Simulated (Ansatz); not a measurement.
Total energies of F2H2Se2Zr, SMILES `[F][Zr]([F])([SeH])[SeH]`.

Z-matrix (Å, degrees):
```
Zr
F 1 1.889
Se 1 2.560 2 111.8
F 1 1.888 2 111.2 3 -123.1
Se 1 2.570 2 108.9 3 114.9
H 3 1.475 1 86.5 2 34.2
H 5 1.476 1 88.7 2 52.4
```

Charge 0, multiplicity 1. Correlated methods include outer-core shells of Se, Zr, which these sets cover unevenly. Scalar relativity is left out up to krypton. Zr takes the def2 core potential. The structure was optimised at the PBE0-D4/def2-TZVP level. It is one conformer, not always the lowest. Basis def2-TZVPP, the Gaussian-basis code of Ansatz.

RPA on PBE orbitals: Hartree–Fock energy of these orbitals -5046.52712 Eh, correlation -2.09356 Eh (frozen core).

```
functional                                       kind  energy without D4 (Eh)  D4 term (kJ/mol)
       PBE                                        GGA             -5050.52574             -19.9
      BLYP                                        GGA             -5051.45307             -40.3
    r2SCAN                                   meta-GGA             -5051.34588              -4.6
    B97M-V                         meta-GGA with VV10             -5050.48194                 –
      PBE0         global hybrid, 25 % exact exchange             -5050.64562             -17.4
     B3LYP                        global hybrid, 20 %             -5051.50705             -32.5
   r2SCANh                      meta-GGA hybrid, 10 %             -5051.30958              -5.2
   r2SCAN0                      meta-GGA hybrid, 25 %             -5051.25768              -5.8
     BHLYP                        global hybrid, 50 %             -5051.22168             -32.6
 CAM-B3LYP                     range-separated hybrid             -5051.57944             -18.6
   LC-ωPBE                long-range corrected hybrid             -5050.66144                 –
   ωB97X-V       range-separated hybrid GGA with VV10             -5050.87298                 –
   ωB97M-V  range-separated hybrid meta-GGA with VV10             -5051.01180                 –
    B2PLYP                              double hybrid             -5050.47444                 –
```

(1) Give the same for LDA (SPW92), revPBE, HSE06 (plane-wave form), PBE-QIDH. (Estimate.)

B3LYP takes the VWN-RPA correlation (the form of Gaussian; ORCA's B3LYP/G). HSE06 is the plane-wave form, built on full-range PBE exchange. The double hybrids freeze the cores in their second-order part.

## Answers

(1) Computed: 
```
             functional             kind  energy without D4 (Eh)  D4 term (kJ/mol)
            LDA (SPW92)              LDA             -5043.19872                 –
                 revPBE              GGA             -5050.99285             -41.9
HSE06 (plane-wave form)  screened hybrid             -5050.64274             -16.8
               PBE-QIDH    double hybrid             -5049.93123                 –
```

LC-ωPBE has ω = 0.4 bohr⁻¹.
